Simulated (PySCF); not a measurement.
Task: What does the PBE0-D3(BJ)/def2-SVP structure of `C[N+]1(C)CCC[C@H]1[O][GeH3]` look like in three dimensions? (Charge +1.)

Result: 
```
atom  x, y, z in Å
C1    -1.696   -0.889    1.435
N2    -1.426   -0.438    0.043
C3    -1.784   -1.519   -0.902
C4    -2.120    0.855   -0.250
C5    -1.268    1.933    0.423
C6     0.132    1.314    0.573
C7     0.060   -0.046   -0.115
O8     0.821   -1.046    0.383
Ge9    2.585   -1.284   -0.055
H10   -1.494   -0.073    2.137
H11   -1.039   -1.735    1.659
H12   -2.750   -1.185    1.505
H13   -2.845   -1.770   -0.785
H14   -1.161   -2.393   -0.676
H15   -1.593   -1.181   -1.928
H16   -3.159    0.796    0.100
H17   -2.131    0.966   -1.343
H18   -1.265    2.843   -0.192
H19   -1.683    2.220    1.399
H20    0.922    1.926    0.117
H21    0.412    1.162    1.626
H22    0.169    0.074   -1.213
H23    2.623   -1.185   -1.587
H24    3.356   -0.149    0.628
H25    2.874   -2.672    0.504
```

Orientation and origin are arbitrary. Atoms count from 1 in this order. Of the pairs four or more bonds apart, O8···H11 is among the closest relative to their van der Waals radii: 2.36 Å, 87 % of the sum of Bondi's values. The 4 C–N bonds span 1.480 Å (N2–C3, drawn single) to 1.545 Å (N2–C7, drawn single), a spread of 0.065 Å. O8 (oxygen bonded to C and Ge) is bent (angle 123.3°). N2 (ammonium nitrogen) is distorted tetrahedral (angles from 101.9° to 113.2°).

Bonds between heavy atoms (Å): C1–N2 1.488, N2–C3 1.480, N2–C4 1.496, C4–C5 1.530, C5–C6 1.539, C6–C7 1.525, C7–O8 1.351, O8–Ge9 1.833, N2–C7 1.545.

Computed, not measured: PySCF, PBE0-D3(BJ)/def2-SVP geometry optimisation, gas phase.

Point group: C1 (no symmetry element, even within 0.4 Å). No frequency check. Torsions: C6–C7–O8–Ge9 -84°, C1–N2–C4–C5 78°, N2–C4–C5–C6 22°, C4–C5–C6–C7 4°, C5–C6–C7–O8 -148°.

One conformer stands for the species.
